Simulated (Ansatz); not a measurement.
Geometry optimisation, RKS BHLYP-D4/def2-mTZVP (Ansatz).

Input:

```yaml
crystal:
  periodic: [false, false, false]
  atoms:
    - { symbol: Ge, position_ang: [0.0, 0.0, 0.0] }
    - { symbol: H, position_ang: [0.0, 0.0, 1.55] }
    - { symbol: Ge, position_ang: [2.2632, 0.0, -0.7992] }
    - { symbol: H, position_ang: [2.7487, -1.4611, -0.9782] }
    - { symbol: H, position_ang: [2.3309, 0.7367, -2.1612] }
    - { symbol: H, position_ang: [3.1736, 0.7244, 0.225] }
    - { symbol: Ge, position_ang: [-1.1304, 1.9584, -0.7992] }
    - { symbol: H, position_ang: [-2.6003, 1.6043, -1.1405] }
    - { symbol: H, position_ang: [-1.1048, 3.0541, 0.2968] }
    - { symbol: H, position_ang: [-0.4177, 2.4843, -2.0712] }
    - { symbol: H, position_ang: [-0.73, -1.2648, -0.5162] }
basis:
  gaussian: { orbitals: def2-mTZVP }
hamiltonian:
  xc: { name: BHLYP }
  dispersion: d4
relax:
  f_tol: 0.02
  max_steps: 40
output:
  orbitals: {}
```

Command:

```bash
$ ansatz run input.yaml --threads 4 --pin off --max-ram 5120MiB --backend cpu --events-out ev --progress --plain --runs-dir out
```

Task: Where does it end, and by what steps?

Result: The forces met the threshold. The force dipped under the threshold on the way, but the program's further checks kept it going. After 12 steps the energy has fallen by 0.085 eV; H8 moved furthest, 0.75 Å.

```
step  energy less start (eV)  largest force component (eV/Å)  accepted
   0                  0.0000                           0.454       yes
   1                 -0.0322                           0.147       yes
   2                 -0.0491                           0.059       yes
   3                 -0.0607                           0.016       yes
   4                 -0.0666                           0.216       yes
   5                 -0.0711                           0.106       yes
   6                 -0.0773                           0.008       yes
   7                 -0.0797                           0.193       yes
   8                 -0.0797                           0.151        no
   9                 -0.0840                           0.004       yes
  10                 -0.0843                           0.022       yes
  11                 -0.0843                           0.051        no
  12                 -0.0846                           0.015       yes
```

```xyz
11
Properties=species:S:1:pos:R:3
Ge -0.054 -0.095 -0.208
H -0.250 -0.422 1.277
Ge 2.317 0.013 -0.711
H 3.019 -1.301 -0.360
H 2.521 0.293 -2.202
H 2.973 1.145 0.085
Ge -1.149 2.007 -0.726
H -2.656 1.926 -0.467
H -0.564 3.129 0.138
H -0.924 2.366 -2.198
H -0.700 -1.223 -1.022
```

Whether the end is a true minimum wasn't checked by a vibrational analysis.

Run time: 40 s on 4 threads of Arm Neoverse V1, on a shared host, peak memory 0.42 GiB.
